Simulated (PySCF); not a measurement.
C₃H₆F₂Si.

```xyz
12

C     -0.7077     2.6485     0.0000
C     -0.7254     1.1521     0.0000
C      0.3537     0.3617     0.0000
F      1.6049     0.9031     0.0000
Si     0.3473    -1.5101     0.0000
F     -1.2211    -1.9585     0.0000
H     -1.2338     3.0459    -0.8847
H      0.3195     3.0372     0.0000
H     -1.2338     3.0459     0.8847
H     -1.6930     0.6399     0.0000
H      1.0004    -2.0513     1.2195
H      1.0004    -2.0513    -1.2195
```

Geometry: B3LYP-D3(BJ)/def2-SVP. The structure was generated by enumeration; whether it is a known compound was not checked. The values are those of a single conformer.

The numbers are results of PySCF with PBE0/pcSseg-1, not measurements. Non-relativistic, no solvent.

Task: Give the absolute GIAO shielding of each atom: isotropic value and principal components (ppm). (The exact figures need the calculation; the answer reports its results.)

Result: 
```tsv
atom	σ(iso)	σ11	σ22	σ33	span
C1	172.3	151.5	181.8	183.5	32.0
C2	53.6	-74.7	77.2	158.4	233.1
C3	18.8	-71.3	56.2	71.5	142.8
F4	306.0	189.5	276.5	451.9	262.4
Si5	368.5	315.2	352.5	437.8	122.6
F6	404.9	386.0	393.1	435.5	49.5
H7	29.7	25.5	27.1	36.5	11.1
H8	28.6	24.1	29.3	32.6	8.5
H9	29.7	25.5	27.1	36.5	11.1
H10	25.6	23.1	23.7	29.9	6.9
H11	26.1	23.2	24.5	30.5	7.3
H12	26.1	23.2	24.5	30.5	7.3
```
